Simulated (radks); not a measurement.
Problem. Charge is removed step by step from the 1s1/2 level of Ag+, starting from [Kr] 4d10. Calculated with a radial shooting solver on a logarithmic mesh with Libxc functionals: Dirac Kohn-Sham, LDA (Slater exchange, Perdew-Wang correlation), spin-unpolarised, spherical densities, finite nucleus; Fermi nuclear charge, rms radius 4.5454 fm. At the starting occupation the eigenvalue is -25291 eV. Estimate the energy to remove one whole electron from this level, the eigenvalue at the end, and how far E(n) bends from a straight line.

Solution. Delta-SCF 25601 eV; final eigenvalue -25909 eV; the deviation from the straight line is -77.274 eV at 0.5 electron removed, the largest on the grid computed. Slater's transition state (half an electron removed) gives 25602 eV. Integrating minus the eigenvalue over the occupation (Janak's theorem) gives 25601 eV. The mean slope of the eigenvalue, de/dn, is 618 eV per electron.
